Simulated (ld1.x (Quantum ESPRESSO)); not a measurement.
u(r) = r·R(r): atom against pseudo-atom (hydrogen (H))

Columns: radius, all-electron u(r) and pseudo u(r) of the 1s shell (level -6.36 eV) of hydrogen in the configuration 1s1; LDA (PZ), non-relativistic, TM scheme, ld1.x (Quantum ESPRESSO) 7.5.

```tsv
r (bohr)	all-electron	pseudo
0.055	0.0964	0.0796
0.110	0.1824	0.1579
0.165	0.2590	0.2333
0.220	0.3268	0.3046
0.275	0.3867	0.3706
0.330	0.4393	0.4304
0.385	0.4853	0.4831
0.440	0.5252	0.5285
0.495	0.5596	0.5666
0.550	0.5890	0.5978
0.605	0.6139	0.6227
0.660	0.6347	0.6424
0.715	0.6518	0.6576
0.770	0.6655	0.6693
0.825	0.6762	0.6783
0.880	0.6841	0.6851
0.935	0.6896	0.6899
0.990	0.6929	0.6930
1.045	0.6942	0.6942
1.100	0.6937	0.6937
1.155	0.6917	0.6917
1.210	0.6882	0.6882
1.265	0.6834	0.6834
1.320	0.6775	0.6775
1.375	0.6707	0.6707
1.430	0.6629	0.6629
```

(1) How many radial nodes do the two functions have?

(2) At about which radius was the pseudo-wave matched?

(3) Is the pseudo-wave norm-conserving?

Results:

(1) The all-electron 1s function has n − l − 1 = 0; the pseudo-wave has 0.

(2) 1.10 bohr. The columns agree to 0.0005 from 0.94 bohr on; several derivatives are matched, so the curves merge somewhat inside the radius.

(3) Yes: the TM scheme keeps the norm inside the radius equal to the all-electron one, which fixes the energy derivative of the logarithmic derivative at the level.
